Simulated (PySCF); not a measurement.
Computed IR spectrum (relative IR intensity) of a molecule C₃H₈N, multiplicity 2. Coordinates come from a PBE-D3(BJ)/def2-SVP optimisation. One conformer was computed; it need not be the lowest. Level of theory: PySCF with PBE-D3(BJ)/def2-SVP. Harmonic, unscaled wavenumbers; measured fundamentals usually lie a few per cent lower.

Lines under 2 % of the strongest are left out, and lines within 2 cm⁻¹ are merged.

| ν (cm⁻¹) | relative intensity |
|---|---|
| 207 | 50 |
| 220 | 87 |
| 262 | 42 |
| 418 | 43 |
| 450 | 20 |
| 881 | 8.1 |
| 945 | 2.4 |
| 1021 | 28 |
| 1048 | 80 |
| 1146 | 47 |
| 1193 | 9.3 |
| 1203 | 76 |
| 1309 | 11 |
| 1330 | 15 |
| 1356 | 35 |
| 1401 | 3.8 |
| 1410 | 7.9 |
| 1419 | 28 |
| 1429 | 28 |
| 2818 | 93 |
| 2966 | 70 |
| 2975 | 50 |
| 3060 | 69 |
| 3064 | 2.7 |
| 3067 | 100 |
| 3078 | 52 |
| 3272 | 60 |

Pick the molecule that these values belong to.
A) [CH2]C(C)N
B) CC(C)[NH]
C) [CH2]N(C)C
D) C[C](C)N

B, CC(C)[NH]
